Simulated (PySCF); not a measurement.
Al(Cl)2(NH2) (AlCl2H2N), SMILES [NH2][Al]([Cl])[Cl].

Geometry optimised at r2SCAN-D4/def2-SVP. Other conformers were not sampled.

Level of theory: PBE0/def2-TZVPD (PySCF).

The molecule is in vacuum.

Computed frontier levels, gap, dipole moment and polarisability:
- highest occupied level = -8.07 eV
- lowest empty level = -1.03 eV
- orbital gap = 7.05 eV
- dipole moment = 2.32 D
- quadrupole, principal values (traceless, Buckingham form, about the centre of nuclear charge) = -5.30, 0.53, 4.77 D·Å
- mean static polarisability = 60.0 bohr³ (8.90 Å³)
- polarisability, principal values = 50.1, 63.0, 67.0 bohr³
